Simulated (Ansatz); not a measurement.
Species: 1,1-bis(methylselanyl)ethane, C$_{4}$H$_{10}$Se$_{2}$, net charge 0, singlet state. 
Structure (B3LYP-D3(BJ)/def2-TZVP (Ansatz, an electronic-structure program) minimum search):
SMILES: C[Se]C(C)[Se]C
```xyz
16

C      2.1557    -0.4430    -1.2707
Se     1.5430     0.8705     0.0490
C     -0.3905     0.6778    -0.2701
C     -1.1269     1.8477     0.3560
Se    -0.9821    -1.0728     0.4372
C     -2.7013    -1.1728    -0.5125
H      1.9152    -0.1033    -2.2755
H      1.6896    -1.4034    -1.0667
H      3.2348    -0.5200    -1.1572
H     -0.5369     0.6498    -1.3488
H     -2.2035     1.7450     0.2107
H     -0.9391     1.8981     1.4290
H     -0.8097     2.7890    -0.0990
H     -3.3758    -0.3893    -0.1759
H     -3.1305    -2.1443    -0.2757
H     -2.5391    -1.1022    -1.5862
```
Charge 0, spin multiplicity 1.

Total electronic energies in hartree. Valence correlation only, unless marked. No spin-orbit coupling. The frozen core is the preceding noble-gas configuration, with the filled d and f shells of earlier blocks. No relativistic terms. Basis-set limits of correlation are two-point, X^-3; Hartree-Fock from the larger set. [CCSD(T)-MP2]/basis is that difference in the basis named.

```csv
level,program,energy (Eh)
revPBE/def2-TZVPD,Ansatz,-4961.15918
PBE0/def2-TZVPD,Ansatz,-4960.84176
BHLYP-D3(BJ)/def2-TZVPD,Ansatz + dftd3,-4961.49398
LC-wPBE-D3(BJ)/def2-TZVPD,Ansatz + dftd3,-4960.86715
wB97X/def2-TZVPD,Ansatz,[?]
RPA@PBE/cc-pVTZ,Ansatz,[?]
MP2/6-31G*,Ansatz,-4957.11564
RI-MP2/aug-cc-pVTZ,Ansatz,-4958.16148
SCS-MP2/cc-pVQZ,Ansatz,-4958.23678
CCSD/cc-pVTZ,Ansatz,-4958.20404
CCSD(T)/STO-3G,Ansatz,-4902.91520
CCSD(T)/cc-pVQZ,Ansatz,-4958.33450
"RI-MP2/CBS(aug-cc-pVTZ,aug-cc-pVQZ)+[CCSD(T)-MP2]/aug-cc-pVDZ",Ansatz,-4958.3926
"RI-MP2/CBS(cc-pVTZ,cc-pVQZ)+[CCSD(T)-MP2]/cc-pVQZ",Ansatz,-4958.3872
"CCSD(T)/CBS(cc-pVTZ,cc-pVQZ)",Ansatz,-4958.3825
```

Complete the blanks.


- wB97X/def2-TZVPD, energy (Eh): -4961.63394
- RPA@PBE/cc-pVTZ, energy (Eh): -4958.76926
